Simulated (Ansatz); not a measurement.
BeMeCl (CH₃BeCl). Charge 0, multiplicity 1. Geometry PBE0-D4/def2-TZVP, basis def2-TZVP, Ansatz.

```json
{"run": "A", "HOMO (eV)": "-7.51", "LUMO (eV)": "-0.71"}
{"run": "B", "HOMO (eV)": "-7.80", "LUMO (eV)": "-0.14"}
{"run": "C", "HOMO (eV)": "-8.50", "LUMO (eV)": "-0.44"}
{"run": "D", "HOMO (eV)": "-11.25", "LUMO (eV)": "0.66"}
{"run": "E", "HOMO (eV)": "-11.85", "LUMO (eV)": "1.27"}
{"run": "F", "HOMO (eV)": "-7.38", "LUMO (eV)": "-0.73"}
```

LC-ωPBE has ω = 0.4 bohr⁻¹. HSE06 is defined as in plane-wave codes, on full-range PBE exchange.

Problem. The runs used BLYP, HSE06, LC-ωPBE, PBE, r2SCAN, ωB97M-V. Estimate which is which.

Solution. A PBE (0 % exact exchange); B r2SCAN (0 % exact exchange); C HSE06 (range-separated); D ωB97M-V (range-separated); E LC-ωPBE (range-separated); F BLYP (0 % exact exchange). Exact exchange lowers occupied and raises empty levels; among semilocal functionals meta-GGAs tend to open the gap a little, and such runs are hard to tell apart. The gap grows from 6.65 eV (BLYP) to 13.12 eV (LC-ωPBE).
